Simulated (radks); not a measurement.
Cs, 55 electrons, occupied as [Xe] 5f1 (not the ground configuration). Calculated with a radial shooting solver on a logarithmic mesh with Libxc functionals: Dirac Kohn-Sham, PBE, spin-unpolarised, spherical densities, point nucleus; open shells fill j = l - 1/2 first.

Normalised radial functions P(r) = r R(r) (large component), r in bohr:

```
   r/bohr * 4p3/2, o 5f7/2 (the largest magnitude, 1.33, reaches the edge; | marks zero, & curves that meet)
 0.005671                             o*
 0.006817                             o*
 0.008128                             o*
  0.00977                             o*
  0.01174                             o *
  0.01412                             o *
  0.01683                             o  *
  0.02023                             o   *
  0.02432                             o    *
  0.02924                             o      *
  0.03514                             o       *
   0.0419                             o        *
  0.05037                             o         *
  0.06054                             o         *
  0.07277                             o        *
  0.08678                             o      *
   0.1043                             o  *
   0.1254                           * o
   0.1507                     *       o
   0.1812                *            o
    0.216              *              o
   0.2597               *             o
   0.3121                      *      o
   0.3752                             o  *
   0.4474                             o            *
   0.5377                             o                      *
   0.6464                             o                          *
   0.7769                             o                         *
   0.9339                             o                    *
    1.114                             o             *
    1.339                             o       *
    1.609                             o   *
    1.934                             o*
    2.306                             &
    2.772                             &
    3.332                             *o
    4.005                             *o
    4.814                             *o
    5.741                             *o
    6.901                             * o
    8.295                             *  o
     9.97                             *  o
    11.89                             *  o
    14.29                             * o
    17.18                             *o
    20.65                            o*
    24.82                          o  *
     29.6                        o    *
    35.57                        o    *
    42.76                           o *
     51.4                            o*
    61.29                             &
    73.67                             &
    88.55                             &
```

4p3/2: eigenvalue -160.52 eV, 2 radial nodes at r = 0.117, 0.360 bohr, <r> = 0.748 bohr, 90 % of the charge inside 1.09 bohr. 5f7/2 (empty): eigenvalue -0.366 eV, 1 radial node at r = 19.3 bohr, <r> = 29.2 bohr, 90 % of the charge inside 40.1 bohr.
